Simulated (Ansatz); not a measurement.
Harmonic frequencies (cm⁻¹) at PBE0-D4/def2-TZVP from Ansatz: 189, 189, 339, 380, 380, 424, 510, 598, 598, 623, 623, 665, 884, 884, 886, 2222, 2222, 2223, 2244, 2244, 2254.

Question: Which molecule is it?
A. `[SiH2]1[SiH2][GeH2]1`
B. `[GeH2]1[GeH2][GeH2]1`
C. `[GeH2]1[GeH2][GeH2][GeH2]1`
D. `[SiH2]1[SiH2][SiH2]1`

Answer: D.
